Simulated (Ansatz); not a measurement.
Abridged output of a molecular run in Ansatz:

```
Functional definition: HF
1568 factors; integrals over basis functions are off by at most 1.2e-3 eV
mean field evaluation 1: about -30023.2317 eV, gradient 3.2e1 eV
mean field evaluation 2: about -30023.5587 eV, gradient 3.2e1 eV
mean field evaluation 4: about -30027.0080 eV, gradient 3.8e0 eV
mean field evaluation 8: about -30027.0880 eV, gradient 2.9e-1 eV
mean field evaluation 16: about -30027.0887 eV, gradient 2.4e-6 eV
mean field -30027.08871154 eV, -1103.4751570573 hartree, gradient 2.4e-6 eV, S^2 0.000000; 0 other end points of the search recorded, 0 dependent functions left out
17 core orbitals not correlated: weight in the atoms' cores, before any rotation towards them, 1.000 or more for the frozen orbitals, at most 0.000 for the correlated occupied ones
reference -30027.08871154 eV, -1103.4751570573 hartree; 14, 14 occupied and 241, 241 virtual orbitals, 1568 factors
second order -19.07410043 eV of doubles, -0.00000000 eV of singles
cycle   1  -20.20429791 eV  change    -1.1e0 eV  update   1.0e-1
cycle   2  -20.75440066 eV  change   -5.5e-1 eV  update   3.1e-2
cycle   3  -20.83956569 eV  change   -8.5e-2 eV  update   1.5e-2
cycle   4  -20.82969825 eV  change    9.9e-3 eV  update   4.8e-3
cycle   5  -20.82804814 eV  change    1.7e-3 eV  update   2.1e-3
cycle   6  -20.82806742 eV  change   -1.9e-5 eV  update   7.8e-4
cycle   7  -20.82799579 eV  change    7.2e-5 eV  update   3.1e-4
cycle   8  -20.82811277 eV  change   -1.2e-4 eV  update   1.3e-4
cycle   9  -20.82814493 eV  change   -3.2e-5 eV  update   5.5e-5
cycle  10  -20.82811045 eV  change    3.4e-5 eV  update   2.4e-5
perturbative correction -0.93701880 eV, -0.0344348057 hartree
Total energy: -30048.85384079 eV, -1104.2750108042 hartree
```

Its atoms:

Cartesian coordinates in Å:
```
Cl -2.4049 -0.9334 0.9928
Si -0.3640 -0.8411 0.7236
C 0.3610 0.9283 0.9080
B -0.0909 1.1473 -0.5483
Si 0.3574 -0.5655 -1.4924
H 0.2545 -1.7848 1.6857
H 0.0522 1.5934 1.7109
H 1.4054 0.6080 1.0388
H -0.9884 1.8817 -0.8366
H 1.7993 -0.9322 -1.5230
H -0.3815 -1.1017 -2.6594
```

Task: Which basis set was used?
A. def2-QZVPP
B. cc-pV(Q+d)Z
C. def2-TZVPP
D. def2-SVP

Result: C. It gives 272 functions.

Task: Write the keys of the input that set method, charge and spin (a neutral closed shell needs none for the last two).

Result: 
```yaml
correlation: {method: ccsd_t}
```
